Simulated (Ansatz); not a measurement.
`[SiH3][GeH2][GaH2]` + `[SH][AlH][SH]` → `[SiH3][S][AlH][SH]` + `[GaH2][GeH3]`  (cleavage of the Si–Ge bond)

Calculated with Ansatz (gas phase, PBE0-D4/def2-TZVP geometries, no zero-point term in ΔE). CCSD(T)/CBS adds triple-zeta CCSD(T) − MP2 to the extrapolated MP2 energy (def2 sets, frozen cores). This one scheme is used for every species. DFT in def2-TZVPP. For Ga, Ge outer-core shells are correlated without core-valence functions, which leaves a few kJ/mol of doubt a bond. Scalar relativity is left out up to krypton. Each species was taken in one conformer, which may not be the lowest.

`[SiH3][GeH2][GaH2]`:

Z-matrix (Å, degrees):
```
Si
Ge 1 2.384
H 1 1.488 2 109.9
H 1 1.487 2 111.4 3 120.5
H 1 1.488 2 109.8 3 -119.0
Ga 2 2.438 1 110.3 3 59.2
H 2 1.542 1 107.5 3 -178.5
H 2 1.542 1 107.6 3 -63.2
H 6 1.571 2 120.3 1 -88.7
H 6 1.571 2 120.2 1 88.9
```

`[SH][AlH][SH]`:

```xyz
6

S    -0.671   -1.226   -1.580
Al   -0.091    0.053    0.085
S     2.043    0.430    0.306
H    -1.976   -1.130   -1.270
H    -1.154    0.670    1.072
H     1.849    1.204    1.388
```

`[SiH3][S][AlH][SH]`:

Cartesian coordinates in Å:
```
Si 0.480 -1.127 0.976
S 0.893 0.963 1.110
Al -0.215 1.775 -0.584
S -1.243 0.547 -2.063
H 1.240 -1.778 2.069
H 0.919 -1.684 -0.331
H -0.971 -1.402 1.138
H -0.277 3.337 -0.747
H -0.825 -0.632 -1.569
```

`[GaH2][GeH3]`:

Z-matrix (Å, degrees):
```
Ge
Ga 1 2.444
H 1 1.540 2 112.6
H 1 1.543 2 109.4 3 -118.6
H 1 1.540 2 113.0 3 122.3
H 2 1.572 1 120.3 3 33.0
H 2 1.572 1 120.7 3 -148.2
```

```tsv
species	BLYP energy (Eh)
`[SiH3][GeH2][GaH2]`	-4295.65601
`[SH][AlH][SH]`	-1040.72988
`[SiH3][S][AlH][SH]`	-1331.44349
`[GaH2][GeH3]`	-4004.95210
```

Task: Work out ΔE.

Result: ΔE = (-1331.44349) + (-4004.95210) − (-4295.65601) − (-1040.72988) = -0.00970 Eh = -25.5 kJ/mol. CCSD(T)/CBS gives -34.5 kJ/mol.

Largest T1 diagnostic among the species: 0.013.

From BLYP to BHLYP (50 % exact exchange), in def2-TZVPP and without D4, ΔE moves by −9.2 kJ/mol. Leaving LDA and LC-ωPBE aside and taking each functional with its dispersion term where it has one, the values, not all of them listed here, spread over 10.6 kJ/mol, from B97M-V to PBE-D4. LDA lies −4.1 kJ/mol from PBE without D4. The D4 term adds −4.7 kJ/mol with B3LYP and −2.5 kJ/mol with PBE0; it sums over pairs of atoms, weighted by their polarisabilities, and B3LYP, whose exchange is more repulsive, gets the larger term.

B3LYP here is the variant with VWN-RPA as its local correlation; programs differ in this.
